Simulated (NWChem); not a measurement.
# Correlation energy of boron oxyfluoride (BFO)

```
B
O 1 1.2051
F 1 1.2827 2 180.00
```
Charge 0, spin multiplicity 1.

Everything below was run with NWChem. The geometry was optimised at PBE0/def2-SVP, a minimum by its harmonic frequencies.

Basis set: cc-pVTZ. Each correlation energy counts from its own Hartree-Fock reference.

The correlated methods keep 3 core orbitals frozen. Coupled-cluster values serve here as a point of comparison, not as the truth.

```json
[
 {"method": "CCSD+T(CCSD)", "correlation energy (mHa)": "-589.9"},
 {"method": "RI-MP2", "correlation energy (mHa)": "-570.5"},
 {"method": "SCS-MP2", "correlation energy (mHa)": "-554.0"},
 {"method": "CR-CCSD(T)", "correlation energy (mHa)": "-584.2"},
 {"method": "CR-CCSD[T]", "correlation energy (mHa)": "[?]"},
 {"method": "MP2", "correlation energy (mHa)": "-570.5"},
 {"method": "CCSD", "correlation energy (mHa)": "-567.0"},
 {"method": "CCSD(T)", "correlation energy (mHa)": "[?]"}
]
```

**Question.** Fill in the missing entries.

**Answer.** 
- CR-CCSD[T], correlation energy (mHa): -585.4
- CCSD(T), correlation energy (mHa): -588.3
